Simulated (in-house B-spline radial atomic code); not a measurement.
Values are calculated unless marked as measured or tabulated.
**Correlation energy from the adiabatic connection: −V exp(−r²/w²), V = 27.8, w = 0.858**

Two electrons in a singlet, external potential −V exp(−r²/w²), V = 27.8, w = 0.858 (atomic units). Full CI in B-splines (partial waves to l = 8, correlation up to 0.6 % small) with the density held fixed gives W(λ) = <V_ee>_λ − U, and E_c is the integral of W(λ) − W(0) from 0 to 1.

| λ | W(λ) − W(0) (hartree) |
| --- | --- |
| 0 | 0.00000 |
| 0.02 | -0.00194 |
| 0.05 | -0.00482 |
| 0.12 | -0.01148 |
| 0.25 | -0.02358 |
| 0.4 | -0.03710 |
| 0.6 | -0.05444 |
| 0.8 | -0.07103 |
| 1 | -0.08691 |

Task: Integrate the table by the trapezoid rule.

Result: The strips give -0.00002, -0.00010, -0.00057, -0.00228, -0.00455, -0.00915, -0.01255, -0.01579, which sum to -0.04502 hartree. The direct value, W(1) − W(0) + T_c with T_c = 0.04185, is -0.04506; the curve is convex, so chords lie above it and the trapezoids fall short in size by 0.10 %.

Task: Now use only three numbers: W(0) = -2.0446, the initial slope W'(0) = -0.09702 (extrapolated from the first points) and the strong-coupling limit of the point-charge-plus-continuum model, W∞ = -2.8272. What do second-order theory and the interpolation W(λ) = W∞ + (W(0) − W∞)/√(1 + 2χλ) of Seidl, Perdew and Levy give?

Result: Second order keeps the slope alone: E_c = W'(0)/2 = -0.04851, +8 % in size against -0.04506. Matching the slope fixes χ = W'(0)/(W∞ − W(0)) = -0.09702/(-0.78260) = 0.12397. Integrating, with s = √(1 + 2χ) = 1.117114, E_c = −(W(0) − W∞)(s − 1)/(s + 1) = −0.78260 × 0.117114/2.117114 = -0.04329 hartree, -3.9 % in size against the full result. At λ = 1 the formula gives W − W(0) = -0.08204 against -0.08691. Part of the miss can come from the model's W∞.
